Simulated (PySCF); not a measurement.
C₄H₄O₂, SMILES Oc1ccco1. Atoms are numbered in the order given.

```xyz
10

O      0.1354     1.9911     0.0000
C     -0.0606     0.6729     0.0000
C     -1.1655    -0.1324     0.0000
C     -0.6454    -1.4705     0.0000
C      0.7082    -1.3587     0.0000
O      1.0646    -0.0423     0.0000
H     -0.7220     2.4285     0.0000
H     -2.2066     0.1813     0.0000
H     -1.2177    -2.3958     0.0000
H      1.5262    -2.0722     0.0000
```

Geometry optimised at PBE0-D3(BJ)/def2-SVP. One conformer was computed; it need not be the lowest.

Two levels are set side by side: PBE/pcSseg-1 (PySCF) and KT2/pcSseg-1 (PySCF). GIAO shifts against H2O (¹⁷O), TMS (¹H), TMS (¹³C) at the same level; non-relativistic, no solvent, atoms listed together averaged. Differences are taken from unrounded values.

```csv
quantity,KT2,PBE,PBE minus KT2
δ(¹⁷O) of O1 (ppm),112.8,119.5,6.7
δ(¹³C) of C2 (ppm),157.1,163.1,6.0
δ(¹³C) of C3 (ppm),77.3,83.1,5.8
δ(¹³C) of C4 (ppm),109.3,116.1,6.8
δ(¹³C) of C5 (ppm),127.6,133.4,5.7
δ(¹⁷O) of O6 (ppm),272.6,288.5,15.9
δ(¹H) of H7 (ppm),4.17,4.23,0.06
δ(¹H) of H8 (ppm),5.21,5.24,0.03
δ(¹H) of H9 (ppm),6.40,6.45,0.05
δ(¹H) of H10 (ppm),6.99,6.92,-0.06
```

Rough cost on one machine, each run with all the roots and properties that it gave: KT2 against PBE within a factor of 2.
